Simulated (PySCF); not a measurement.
## TDDFT excited states: C6H8NO2P

Species: C6H8NO2P.
Atom-mapped SMILES: `[CH3:1][P@:2](=[O:3])([OH:4])[c:5]1[cH:6][cH:7][cH:8][cH:9][n:10]1` (hydrogens: H11, H12, H13 on C1; H14 on O4; H15 on C6; H16 on C7; H17 on C8; H18 on C9)

Cartesian coordinates in Å at the PBE0-D3(BJ)/def2-SVP level; atoms count from 1:
```
atom  x, y, z in Å
C1     2.5855   -0.6805    0.5754
P2     1.6617    0.0244   -0.8063
O3     1.8906   -0.6775   -2.0947
O4     1.9794    1.6075   -0.7316
C5    -0.1027    0.0662   -0.3021
C6    -0.9628   -1.0062   -0.5354
C7    -2.2916   -0.8783   -0.1389
C8    -2.7039    0.3119    0.4571
C9    -1.7724    1.3362    0.6242
N10   -0.5000    1.2146    0.2549
H11    2.3622   -1.7529    0.6634
H12    2.3469   -0.1623    1.5144
H13    3.6567   -0.5590    0.3538
H14    1.1927    2.0307   -0.3245
H15   -0.5893   -1.9028   -1.0351
H16   -3.0018   -1.6929   -0.3016
H17   -3.7373    0.4539    0.7796
H18   -2.0657    2.2927    1.0693
```

Theory: PySCF, TDDFT CAM-B3LYP/def2-SVPD, vertical, gas phase, core orbitals frozen in the response.

What does the calculation give for the low-lying excited states?

```
state  E (eV)  λ (nm)       f     main configurations (H = HOMO, L = LUMO)
   S1    5.07   244.6  0.0069          H→L (58%), H-3→L (24%), H-2→L (15%)
   S2    5.48   226.1   0.066      H-1→L (48%), H-4→L+1 (17%), H-2→L (12%)
   S3    5.52   224.6   0.012    H→L+1 (47%), H-3→L+1 (22%), H-2→L+1 (14%)
   S4    5.98   207.3  0.0016           H-3→L (36%), H→L (24%), H-2→L (9%)
   S5    6.25   198.4   0.054      H-1→L+1 (40%), H-4→L (22%), H-1→L (13%)
   S6    6.41   193.5  0.0002      H-2→L (38%), H-3→L (28%), H-2→L+1 (12%)
   S7    6.55   189.4  0.0034    H-3→L+1 (38%), H→L+1 (21%), H-1→L+1 (12%)
   S8    7.03   176.4   0.017  H-2→L+1 (48%), H-3→L+1 (19%), H-1→L+1 (18%)
   S9    7.25   170.9   0.340                   H-4→L (53%), H-1→L+1 (20%)
  S10    7.33   169.1   0.681                   H-4→L+1 (67%), H-1→L (13%)
```

Triplets (Tamm–Dancoff): T1 4.16 eV, H-1→L+1 (37%), H-4→L (20%), H-1→L (16%); T2 4.49 eV, H→L (45%), H-3→L (30%); T3 4.54 eV, H-1→L (55%), H-2→L (23%), H-1→L+1 (9%); T4 4.94 eV, H-4→L (68%), H-1→L+1 (19%).

The lowest singlet comes at 245 nm (489 kJ/mol) in the ultraviolet; it is weak; its leading configuration is HOMO→LUMO (58%). The strongest level in the table is S10 at 7.33 eV (169 nm, f = 0.681). It is the last of those listed, so stronger ones may follow. Löwdin shares by element: HOMO oxygen 51% or more, phosphorus 11%, nitrogen 10%, carbon 9% or more (atoms not listed hold the other 20%); LUMO carbon 52% or more, nitrogen 21% (atoms not listed hold the other 27%). Of the 10 states listed, 6 reach f = 0.01 and 1 stays under 0.0005. Weighted by f, the mean energy of these states is 7.12 eV. The oscillator strengths of these states sum to 1.182; summed over the whole spectrum of an exact calculation they would give the number of electrons, 82 (Thomas–Reiche–Kuhn). The vertical ionisation energy (ΔSCF) is 9.73 eV, 2.39 eV above S10. Only the lowest 10 singlets were computed, as vertical energies without vibronic structure.

One conformer stands for the species.
